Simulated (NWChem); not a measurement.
Correlation energy of FNa

```xyz
2

Na     0.0000     0.0000    -0.8497
F      0.0000     0.0000     1.0385
```
Charge 0, spin multiplicity 1.

The numbers come from NWChem runs, not from measurements. The geometry was optimised at PBE0/def2-SVP, a minimum by its harmonic frequencies.

Basis set: cc-pVDZ. Each correlation energy counts from its own Hartree-Fock reference.

The correlated methods keep 2 core orbitals frozen. The structure started from a generated list of species. Coupled-cluster values serve here as a point of comparison, not as the truth.

```
method        correlation energy (mHa)
------------  ------------------------
CR-CCSD(T)                  (withheld)
CCSDT                       (withheld)
SCS-MP2                     (withheld)
CR-CCSD[T]                  (withheld)
CCSD(T)                         -209.3
CCSD+T(CCSD)                    -210.3
CCSD                            -206.8
MP2                             -206.4
```

Some entries are withheld; supply them.


- CR-CCSD(T), correlation energy (mHa): -209.0
- CCSDT, correlation energy (mHa): -209.5
- SCS-MP2, correlation energy (mHa): -198.2
- CR-CCSD[T], correlation energy (mHa): -209.9
